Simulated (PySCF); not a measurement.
Species: C₃H₈OSi.
SMILES with atom numbers: `[CH2:1]1[CH2:2][O:3][SiH2:4][CH2:5]1` (hydrogens: H6, H7 on C1; H8, H9 on C2; H10, H11 on Si4; H12, H13 on C5)

Theory: PBE0-D3(BJ)/def2-SVP geometry optimisation, gas phase (PySCF).

Q: Give the optimised bond lengths and angles.

A: 
```json
{"bond": "C1–C2", "length (bohr)": "2.894", "order": "single"}
{"bond": "C2–O3", "length (bohr)": "2.673", "order": "single"}
{"bond": "O3–Si4", "length (bohr)": "3.180", "order": "single"}
{"bond": "Si4–C5", "length (bohr)": "3.569", "order": "single"}
{"bond": "C1–C5", "length (bohr)": "2.905", "order": "single"}
{"bond": "C1–H6, C1–H7", "length (bohr)": "2.084", "order": "single"}
{"bond": "C2–H8, C2–H9", "length (bohr)": "2.088", "order": "single"}
{"bond": "Si4–H10, Si4–H11", "length (bohr)": "2.822", "order": "single"}
{"bond": "C5–H12, C5–H13", "length (bohr)": "2.081", "order": "single"}
```

Bonds in one row agree within 0.02 bohr and their mean is given. Orders are formal, as drawn. A selection of angles:
```json
{"angle": "C2–C1–C5", "degrees": "107.9"}
{"angle": "C2–C1–H6", "degrees": "109.0"}
{"angle": "C2–C1–H7", "degrees": "110.9"}
{"angle": "C5–C1–H6", "degrees": "109.5"}
{"angle": "C5–C1–H7", "degrees": "112.6"}
{"angle": "H6–C1–H7", "degrees": "106.9"}
{"angle": "C1–C2–O3", "degrees": "109.2"}
{"angle": "C1–C2–H8", "degrees": "111.5"}
{"angle": "C1–C2–H9", "degrees": "110.3"}
{"angle": "O3–C2–H8", "degrees": "108.8"}
{"angle": "H8–C2–H9", "degrees": "107.2"}
{"angle": "C2–O3–Si4", "degrees": "112.5"}
{"angle": "O3–Si4–C5", "degrees": "95.7"}
{"angle": "O3–Si4–H10", "degrees": "110.6"}
{"angle": "C5–Si4–H10", "degrees": "115.2"}
{"angle": "H10–Si4–H11", "degrees": "108.4"}
{"angle": "Si4–C5–H12", "degrees": "115.4"}
{"angle": "Si4–C5–H13", "degrees": "109.4"}
{"angle": "C1–C5–Si4", "degrees": "100.6"}
{"angle": "C1–C5–H12", "degrees": "112.8"}
{"angle": "C1–C5–H13", "degrees": "111.1"}
{"angle": "H12–C5–H13", "degrees": "107.4"}
```

Dihedral angles: C5–C1–C2–O3 -40° (synclinal); C1–C2–O3–Si4 25° (synperiplanar); C2–O3–Si4–C5 -3° (synperiplanar); O3–Si4–C5–C1 -19° (synperiplanar); C2–C1–C5–Si4 34° (synclinal). The mirror-image conformer, all signs reversed, is as good.

Si4 (oxygen-bound silicon) has angles from 95.7° to 115.2°. O3 (silyl ether oxygen) is bent (angle 112.5°). The 5-membered ring C1–C2–O3–Si4–C5 has internal angles of 95.7° to 112.5° (sum 526°, against 540° for a flat polygon); it is puckered, 0.16 Å rms from its mean plane, widest ring torsion 40°.

Point group: C1 (no symmetry element, even within 0.4 Å). Whether it is a minimum is left open (no frequencies). One conformer, not necessarily the lowest.
